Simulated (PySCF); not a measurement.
# Nb (niobium, neutral) across methods

[Kr] 4d4 5s1, high-spin 6D determinant. Calculation: PySCF 2.14, in aug-cc-pwCVTZ-DK; the spin-free X2C one-electron Hamiltonian (Gaussian nucleus).

```tsv
method	E (hartree)	mean ε 4p β (eV)	mean ε 5s α (eV)	mean ε 4d α (eV)	Σ⟨r²⟩ (bohr²)	⟨S²⟩
M06-L	-3819.11	-33.064	-4.204	-3.587	57.28	8.752
UHF	-3817.13290	-40.127	-6.234	-7.907	58.07	8.756
r2SCAN	-3819.26	-33.362	-4.664	-3.943	57.26	8.752
PBE	-3818.88	-32.734	-4.455	-3.730	58.03	8.751
TPSS	-3819.10	-32.952	-4.380	-3.698	57.88	8.751
PBE0	-3818.94	-34.821	-4.980	-4.858	57.49	8.751
LDA	-3814.66	-33.035	-4.666	-3.799	57.87	8.750
```

Task: Estimate the same row for B97-3.

Result: E (hartree) = -3818.95; mean ε 4p β (eV) = -35.110; mean ε 5s α (eV) = -4.830; mean ε 4d α (eV) = -4.757; Σ⟨r²⟩ (bohr²) = 57.50; ⟨S²⟩ = 8.751.
